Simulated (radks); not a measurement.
The numbers below are computed, except where a source is named.
Trend from Li to Ne: ionisation energy by Delta-SCF between NIST ground configurations, and size. Code: a radial shooting solver on a logarithmic mesh with Libxc functionals. Model: non-relativistic Kohn-Sham, BLYP, spin-unpolarised, spherical densities, point nucleus.

[
 {"species": "Li", "configuration": "[He] 2s1", "IE (eV)": "5.321", "NIST (eV)": "5.392", "kind": "exp.", "-e(HOMO) (eV)": "2.754 (2s)", "outermost": "2s", "<r> outermost (bohr)": "3.89"},
 {"species": "Be", "configuration": "[He] 2s2", "IE (eV)": "9.437", "NIST (eV)": "9.323", "kind": "exp.", "-e(HOMO) (eV)": "5.467 (2s)", "outermost": "2s", "<r> outermost (bohr)": "2.61"},
 {"species": "B", "configuration": "[He] 2s2 2p1", "IE (eV)": "8.175", "NIST (eV)": "8.298", "kind": "exp.", "-e(HOMO) (eV)": "3.539 (2p)", "outermost": "2p", "<r> outermost (bohr)": "2.31"},
 {"species": "C", "configuration": "[He] 2s2 2p2", "IE (eV)": "10.832", "NIST (eV)": "11.260", "kind": "exp.", "-e(HOMO) (eV)": "5.241 (2p)", "outermost": "2p", "<r> outermost (bohr)": "1.80"},
 {"species": "N", "configuration": "[He] 2s2 2p3", "IE (eV)": "13.580", "NIST (eV)": "14.534", "kind": "exp.", "-e(HOMO) (eV)": "7.068 (2p)", "outermost": "2p", "<r> outermost (bohr)": "1.49"},
 {"species": "O", "configuration": "[He] 2s2 2p4", "IE (eV)": "16.436", "NIST (eV)": "13.618", "kind": "exp.", "-e(HOMO) (eV)": "9.030 (2p)", "outermost": "2p", "<r> outermost (bohr)": "1.27"},
 {"species": "F", "configuration": "[He] 2s2 2p5", "IE (eV)": "19.411", "NIST (eV)": "17.423", "kind": "exp.", "-e(HOMO) (eV)": "11.131 (2p)", "outermost": "2p", "<r> outermost (bohr)": "1.11"},
 {"species": "Ne", "configuration": "[Ne]", "IE (eV)": "22.511", "NIST (eV)": "21.565", "kind": "exp.", "-e(HOMO) (eV)": "13.370 (2p)", "outermost": "2p", "<r> outermost (bohr)": "0.983"}
]

Reference values: NIST Atomic Spectra Database (exp. = measured, semi-emp. = semi-empirical, theory = theoretical value adopted there). Spin polarisation and multiplet splitting are left out, so open shells lie too high by an amount that depends on their filling.

Beside tabulated values, note that spin-unpolarised runs miss the spin-polarisation part of the exchange energy of open shells.
